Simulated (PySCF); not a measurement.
AsH2, multiplicity 2. Atoms are numbered in the order given.

```xyz
3

As     0.0000     0.0000     0.0613
H      0.0000    -1.0865    -1.0107
H      0.0000     1.0865    -1.0107
```
Charge 0, spin multiplicity 2.

The structure is a stationary point at PBE0-D3(BJ)/def2-TZVPD. The isomer is the one that the SMILES or the coordinates give; other isomers of the formula were not compared.

These are r2SCAN/def2-TZVPD in PySCF values and carry that method's errors.

Mulliken values depend strongly on the basis, most of all with diffuse functions as here. ESP charges are fitted to the potential on shells at 1.4 to 2.0 van der Waals radii. Atomic charges (e):

| atom | ESP fit | meta-Löwdin | Mulliken spin |
|---|---|---|---|
| As1 | -0.06 | [?] | 1.14 |
| H2 | 0.03 | [?] | -0.07 |
| H3 | 0.03 | [?] | -0.07 |

**Question.** What belongs in the gaps? (The exact figures need the calculation; the answer reports its results.)

**Answer.** 
- As1, meta-Löwdin: -0.02
- H2, meta-Löwdin: 0.01
- H3, meta-Löwdin: 0.01
